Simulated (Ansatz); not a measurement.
Computed with Ansatz on PBE0-D4/def2-TZVP structures; ΔE is electronic, products minus reactants. CBS: MP2 limit from def2 TZ/QZ plus the TZ coupled-cluster correction, frozen cores. DFT in def2-TZVPP. B3LYP here is the variant with VWN-RPA as its local correlation; programs differ in this. For Br, Se outer-core shells are correlated without core-valence functions, which leaves a few kJ/mol of doubt a bond. Scalar relativity is left out up to krypton. Each species was taken in one conformer, which may not be the lowest.

Consider the substitution at a C–Si bond: `C=C[SiH](Br)C=C` + `CC[SeH]` → `C=C[Se]CC` + `C=C[SiH2]Br`.

| level | ΔE (kcal/mol) | difference from CCSD(T)/CBS |
| --- | --- | --- |
| PBE-D4 | 7.2 | -1.9 |
| r2SCAN-D4 | 7.9 | -1.2 |
| PBE0-D4 | 8.4 | -0.7 |
| B3LYP-D4 | 8.5 | -0.6 |
| ωB97X-V | 9.0 | -0.1 |
| ωB97M-V | 9.6 | 0.5 |
| B2PLYP | 8.4 | -0.7 |
| PBE | 7.2 | -1.9 |
| r2SCAN | 7.9 | -1.2 |
| B3LYP | 8.5 | -0.6 |
| MP2/def2-TZVPP | 7.9 | -1.2 |
| SCS-MP2/def2-TZVPP | 8.1 | -1.0 |
| CCSD/def2-TZVPP | 9.1 | 0.0 |
| HF/def2-QZVPP | 11.0 | 1.9 |
| MP2/def2-QZVPP | 8.1 | -1.0 |
| SCS-MP2/def2-QZVPP | 8.4 | -0.7 |
| CCSD(T)/CBS | 9.1 | 0 |

Largest T1 diagnostic among the species: 0.010.

From PBE to PBE0 (25 % exact exchange), in def2-TZVPP and without D4, ΔE moves by +1.2 kcal/mol. In def2-TZVPP, CCSD(T) changes the Hartree–Fock value by −2.4 kcal/mol (the triples alone add −0.5 kcal/mol) and MP2 by −3.2 kcal/mol.
